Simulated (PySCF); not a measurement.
## Dipole response of O⁺ (oxygen, charge +1)

[He] 2s2 2p3, high-spin 4S determinant. Calculation: PySCF 2.14, in ANO-RCC-VTZP (4s3p2d1f, 30 functions); scalar relativity by spin-free X2C-1e. Coupled (time-dependent) response in atomic units; α is the mean over directions. The basis has no added diffuse functions, which lowers α and C₆.

```json
{"method": "UHF", "mean α (bohr³)": "2.558", "C₆ (like pair)": "4.860", "S(−4)": "4.745"}
{"method": "PBE", "mean α (bohr³)": "2.551", "C₆ (like pair)": "5.070", "S(−4)": "3.909"}
{"method": "PBE0", "mean α (bohr³)": "2.526", "C₆ (like pair)": "4.960", "S(−4)": "3.947"}
{"method": "LC-wPBE", "mean α (bohr³)": "2.535", "C₆ (like pair)": "5.017", "S(−4)": "3.881"}
{"method": "M06-2X", "mean α (bohr³)": "2.412", "C₆ (like pair)": "4.681", "S(−4)": "3.344"}
```

S(−4) is the Cauchy moment in α(ω) = α(0) + S(−4) ω² + …

α(iu) at M06-2X:

```
u (hartree)  α(iu) (bohr³)
          0          2.412
     0.0500          2.404
      0.100          2.380
      0.200          2.290
      0.300          2.164
      0.500          1.875
      0.750          1.543
       1.00          1.270
       1.50         0.8785
       2.00         0.6283
       3.00         0.3561
       5.00         0.1548
```

A single London oscillator, α(iu) = α/(1 + u²/ω²), gives C₆ = (3/4) ω α². Matching the computed C₆ needs ω = 4 × 4.681 / (3 × 2.412²) = 1.07 hartree.

For an ion, C₆ is the dispersion term alone; charge-induced terms of lower order in 1/R come first.
